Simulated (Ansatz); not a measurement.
`[F][AlH][SbH2]` + H₂Te → `[SbH2][TeH]` + `[F][AlH2]` at 700 K and 1 bar (cleavage of the Sb–Al bond).

Program: Ansatz. Geometries: PBE0-D4/def2-TZVP. ΔE: electronic, gas phase. CBS: MP2 limit from def2 TZ/QZ plus the TZ coupled-cluster correction, frozen cores. This one scheme is used for every species. Elements past krypton have def2 core potentials. For Sb, Te outer-core shells are correlated without core-valence functions, which leaves a few kJ/mol of doubt a bond.

| species | CCSD(T)/CBS energy (Eh) | H − E (kJ/mol) | S (J/(mol·K)) |
| --- | --- | --- | --- |
| `[F][AlH][SbH2]` | -583.69641 | 116.9 | 415.5 |
| H₂Te | -268.91024 | 57.2 | 261.6 |
| `[SbH2][TeH]` | -509.54647 | 99.1 | 377.9 |
| `[F][AlH2]` | -343.06661 | 74.9 | 289.9 |

H − E and S are ideal-gas, rigid-rotor, harmonic terms from PBE0-D4/def2-TZVP, for one conformer and one mirror image of each species. 1 Eh = 2625.50 kJ/mol, R = 8.31446 J/(mol·K).

Q: By hand: ΔE, ΔH, ΔS and ΔG.

A: ΔE = (-509.54647) + (-343.06661) − (-583.69641) − (-268.91024) = -0.00643 Eh = -16.9 kJ/mol. Δ(H − E) = 99.1 + 74.9 − 116.9 − 57.2 = -0.1, so ΔH = -17.0 kJ/mol. ΔS = 377.9 + 289.9 − 415.5 − 261.6 = -9.3 J/(mol·K). ΔG = -17.0 − 700 × (-9.3)/1000 = -10.5 kJ/mol.

Q: By hand: the equilibrium constant, and the temperature at which ΔG would vanish if ΔH and ΔS stayed fixed.

A: log₁₀ K = −ΔG/(RT ln 10) = 0.8. ΔG = 0 at ΔH/ΔS = 1828 K, though so small a ΔS makes that figure unsure.

TΔS isn't small against ΔH here. A doubt of 5 kJ/mol in ΔE shifts log₁₀ K by 0.4 here. Other conformers and mirror images would add mixing entropy, several J/(mol·K) or more a flexible species. These are equilibria of isolated gas molecules and say nothing of rates. Largest T1 diagnostic: 0.014 (customary marks: 0.02 for closed shells, 0.045 for open ones).
